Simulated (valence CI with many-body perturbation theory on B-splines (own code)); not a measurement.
## E1 transitions of As²⁶⁺

Method: valence CI with perturbative core correlation (CI+MBPT): five valence electrons over a frozen Dirac-Fock core [He], radial functions for each j: 9 s, 9 p, 8 d, 6 f, 3 g, 1 h, with the one-electron correlation potential Σ1, the two-electron term Σ2, the three-electron term Σ3, Breit, model QED; selected CI, second order for the rest (own B-spline code, finite nucleus).

No measured spectrum was set against this ion. As an estimate, large intervals hold to a few tenths of a per cent, small ones and those within an open d or f shell to about a per cent. Among the levels kept, up to 1600 cm⁻¹ of a level comes from second order outside the variational space, and about a tenth of that is noise between levels of different J, which matters for small intervals.

Lines 151 to 200 of 266 in falling wavelength, among levels below 1734.6 eV, chosen from the strongest by gf and those to the six lowest levels. Wavelengths and rates use the calculated energies. Electric multipoles are in the length gauge, E1 and E2 with the static RPA response of the core. Weak lines are less certain than strong ones. Lines between different terms over intervals too small for the method are left out, as are lines whose strength nearly cancels. Where a level lies close to another of its J and parity, the split of strength between their lines is uncertain. The highest levels of a list are the least certain.

Levels are named by their leading jj configuration (3d3/2^4 stands for four electrons in 3d with j = 3/2), which in mixed levels can hold well under half, so a name can repeat and another be missing. Letters in brackets count levels of one name in rising energy.

```csv
λ vac (Å),Upper,Lower,A (s⁻¹),log gf,Branch %
7.958,(2s^2 2p3/2^2 3s) J=1/2,(2s^2 2p3/2^3) J=3/2,2.93e+12,-1.25,43.4
7.936,(2s 2p1/2^2 2p3/2 3s) J=3/2 [b],(2s 2p1/2^2 2p3/2^2) J=5/2,5.38e+11,-1.69,12.8
7.917,(2s 2p1/2 2p3/2^2 3s) J=5/2 [a],(2s 2p1/2^2 2p3/2^2) J=5/2,3.49e+12,-0.71,78.3
7.907,(2s^2 2p3/2^2 3s) J=3/2,(2s^2 2p1/2 2p3/2^2) J=1/2,6.97e+10,-2.58,0.8
7.879,(2s^2 2p1/2^2 3d3/2) J=3/2,(2s^2 2p1/2 2p3/2^2) J=1/2,8.31e+10,-2.51,1.2
7.872,(2s^2 2p1/2 2p3/2 3d3/2) J=3/2 [a],(2s^2 2p3/2^3) J=3/2,5.52e+11,-1.69,4.3
7.872,(2s^2 2p1/2 2p3/2 3s) J=3/2 [a],(2s^2 2p1/2^2 2p3/2) J=3/2,2.29e+12,-1.07,56.8
7.869,(2s 2p1/2 2p3/2^2 3s) J=3/2,(2s 2p1/2^2 2p3/2^2) J=5/2,4.49e+11,-1.78,7.7
7.866,(2s^2 2p1/2 2p3/2 3d3/2) J=5/2 [a],(2s^2 2p3/2^3) J=3/2,3.33e+10,-2.73,0.5
7.864,(2s^2 2p1/2 2p3/2 3d3/2) J=1/2 [a],(2s^2 2p3/2^3) J=3/2,3.50e+11,-2.19,5.9
7.862,(2s 2p1/2 2p3/2^2 3s) J=7/2,(2s 2p1/2^2 2p3/2^2) J=5/2,4.92e+12,-0.44,93.4
7.850,(2s^2 2p1/2 2p3/2 3s) J=1/2,(2s^2 2p1/2^2 2p3/2) J=3/2,5.01e+11,-2.03,5.6
7.849,(2s^2 2p3/2^2 3s) J=5/2,(2s^2 2p1/2 2p3/2^2) J=5/2,2.81e+12,-0.81,47.7
7.834,(2s^2 2p3/2^2 3s) J=3/2,(2s^2 2p1/2 2p3/2^2) J=5/2,1.27e+12,-1.33,14.9
7.832,(2s^2 2p1/2 2p3/2 3d5/2) J=5/2 [a],(2s^2 2p3/2^3) J=3/2,2.19e+11,-1.92,0.6
7.832,(2s^2 2p1/2 2p3/2 3d5/2) J=3/2 [a],(2s^2 2p3/2^3) J=3/2,1.83e+11,-2.17,0.8
7.827,(2s^2 2p1/2 2p3/2 3s) J=5/2,(2s^2 2p1/2^2 2p3/2) J=3/2,3.03e+12,-0.78,61.7
7.815,(2s 2p1/2 2p3/2^2 3s) J=5/2 [b],(2s 2p1/2^2 2p3/2^2) J=5/2,3.59e+11,-1.71,5.2
7.809,(2s^2 2p3/2^2 3s) J=1/2,(2s^2 2p1/2 2p3/2^2) J=1/2,3.76e+12,-1.16,55.6
7.808,(2s^2 2p1/2 2p3/2 3s) J=3/2 [b],(2s^2 2p1/2^2 2p3/2) J=3/2,4.39e+11,-1.79,5.1
7.797,(2s^2 2p1/2 2p3/2 3d3/2) J=5/2 [b],(2s^2 2p3/2^3) J=3/2,1.01e+11,-2.26,0.2
7.797,(2s^2 2p3/2^2 3s) J=5/2,(2s^2 2p1/2 2p3/2^2) J=3/2,2.15e+12,-0.93,36.5
7.782,(2s^2 2p3/2^2 3s) J=3/2,(2s^2 2p1/2 2p3/2^2) J=3/2,6.64e+11,-1.62,7.8
7.780,(2s^2 2p1/2 2p3/2 3d3/2) J=1/2 [b],(2s^2 2p3/2^3) J=3/2,1.16e+11,-2.68,0.2
7.773,(2s^2 2p1/2^2 3d5/2) J=5/2,(2s^2 2p1/2 2p3/2^2) J=5/2,2.05e+11,-1.95,0.9
7.759,(2s^2 2p1/2 2p3/2 3d5/2) J=1/2,(2s^2 2p3/2^3) J=3/2,1.82e+12,-1.48,4.0
7.756,(2s^2 2p1/2 2p3/2 3d5/2) J=3/2 [b],(2s^2 2p3/2^3) J=3/2,7.80e+11,-1.55,1.9
7.754,(2s^2 2p1/2^2 3d3/2) J=3/2,(2s^2 2p1/2 2p3/2^2) J=3/2,9.74e+11,-1.45,14.3
7.727,(2s^2 2p1/2 2p3/2 3d3/2) J=3/2 [a],(2s^2 2p1/2 2p3/2^2) J=1/2,1.42e+12,-1.29,11.2
7.721,(2s^2 2p1/2^2 3d5/2) J=5/2,(2s^2 2p1/2 2p3/2^2) J=3/2,8.22e+11,-1.36,3.5
7.719,(2s^2 2p1/2 2p3/2 3d3/2) J=1/2 [a],(2s^2 2p1/2 2p3/2^2) J=1/2,1.57e+12,-1.55,26.6
7.688,(2s^2 2p1/2 2p3/2 3d5/2) J=3/2 [a],(2s^2 2p1/2 2p3/2^2) J=1/2,1.68e+12,-1.22,7.6
7.657,(2s^2 2p1/2 2p3/2 3d3/2) J=3/2 [a],(2s^2 2p1/2 2p3/2^2) J=5/2,1.99e+12,-1.15,15.7
7.651,(2s^2 2p1/2 2p3/2 3d3/2) J=5/2 [a],(2s^2 2p1/2 2p3/2^2) J=5/2,4.19e+11,-1.66,5.8
7.647,(2s^2 2p1/2 2p3/2 3d5/2) J=7/2 [a],(2s^2 2p1/2 2p3/2^2) J=5/2,1.38e+12,-1.01,99.7
7.646,(2s^2 2p1/2 2p3/2 3d3/2) J=3/2 [b],(2s^2 2p1/2 2p3/2^2) J=1/2,5.40e+11,-1.72,0.9
7.640,(2s^2 2p3/2^2 3s) J=5/2,(2s^2 2p1/2^2 2p3/2) J=3/2,7.44e+10,-2.41,1.3
7.638,(2s^2 2p1/2 2p3/2 3d3/2) J=1/2 [b],(2s^2 2p1/2 2p3/2^2) J=1/2,3.18e+11,-2.26,0.5
7.625,(2s^2 2p3/2^2 3s) J=3/2,(2s^2 2p1/2^2 2p3/2) J=3/2,5.79e+10,-2.70,0.7
7.620,(2s^2 2p1/2 2p3/2 3d3/2) J=7/2,(2s^2 2p1/2 2p3/2^2) J=5/2,1.40e+11,-2.01,96.0
7.620,(2s^2 2p3/2^2 3d3/2) J=3/2,(2s^2 2p3/2^3) J=3/2,7.80e+11,-1.57,1.8
7.619,(2s^2 2p3/2^2 3d5/2) J=1/2,(2s^2 2p3/2^3) J=3/2,7.79e+11,-1.87,2.7
7.619,(2s^2 2p3/2^2 3d3/2) J=5/2,(2s^2 2p3/2^3) J=3/2,1.43e+12,-1.13,3.4
7.619,(2s^2 2p1/2 2p3/2 3d5/2) J=5/2 [a],(2s^2 2p1/2 2p3/2^2) J=5/2,1.91e+12,-1.00,5.4
7.618,(2s^2 2p1/2 2p3/2 3d5/2) J=3/2 [a],(2s^2 2p1/2 2p3/2^2) J=5/2,1.38e+11,-2.32,0.6
7.618,(2s^2 2p1/2 2p3/2 3d5/2) J=1/2,(2s^2 2p1/2 2p3/2^2) J=1/2,3.93e+13,-0.16,87.3
7.614,(2s^2 2p1/2 2p3/2 3d5/2) J=3/2 [b],(2s^2 2p1/2 2p3/2^2) J=1/2,3.54e+13,0.09,87.3
7.609,(2s 2p1/2^2 2p3/2 3p3/2) J=1/2,(2s^2 2p3/2^3) J=3/2,2.17e+11,-2.42,1.8
7.599,(2s^2 2p1/2 2p3/2 3d3/2) J=1/2 [a],(2s^2 2p1/2 2p3/2^2) J=3/2,2.20e+12,-1.42,37.2
7.599,(2s^2 2p1/2^2 3d3/2) J=3/2,(2s^2 2p1/2^2 2p3/2) J=3/2,5.71e+12,-0.70,83.6
```
